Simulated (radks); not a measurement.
Values are calculated unless marked as measured or tabulated.
Sn II, 49 electrons, occupied as [Kr] 4d10 5s2 5p1. Code: a radial shooting solver on a logarithmic mesh with Libxc functionals. Model: scalar-relativistic Kohn-Sham, LDA (Slater exchange, Perdew-Wang correlation), spin-polarised, spherical densities, finite nucleus; open shells are filled with parallel spins first (spin-orbit coupling, left out, can overturn this in heavy ions); Fermi nuclear charge, rms radius 4.6519 fm; hard spherical wall at 2 bohr. Some entries of the table are withheld. Estimate them.

orbital  occ.  eigenvalue (eV)  <1/r> (bohr^-1)
1s up       1        -28926.00            53.03
1s down     1        -28925.76            53.03
2s up       1        -4325.827            12.10
2s down     1        -4325.674            12.10
2p up       3        -3880.481            11.64
2p down     3        -3880.271            11.64
3s up       1        -798.7119            4.284
3s down     1        -798.4791            4.285
3p up       3        -653.2243            4.080
3p down     3        -652.9712            4.080
3d up       5        -428.0579            3.850
3d down     5        -427.8123            3.850
4s up       1        -100.0469            1.662
4s down     1         -99.5945            1.662
4p up       3         -56.7779            1.516
4p down     3         -56.3106            1.517
4d up       5           8.2652            1.299
4d down     5           8.7960            1.300
5s up       1          69.3768            1.163
5s down     1          70.3971            1.164
4f up       0              (1)            1.034
4f down     0              (2)            1.036
5p up       1              (3)            1.199
5p down     0              (4)            1.199
5d up       0         141.0467            1.264
5d down     0         142.0282            1.263
6s up       0         294.7194            1.379
6s down     0         295.4529            1.379

Answer. 
(1) 4f up eigenvalue (eV): 78.5755
(2) 4f down eigenvalue (eV): 79.2260
(3) 5p up eigenvalue (eV): 95.7458
(4) 5p down eigenvalue (eV): 96.7731
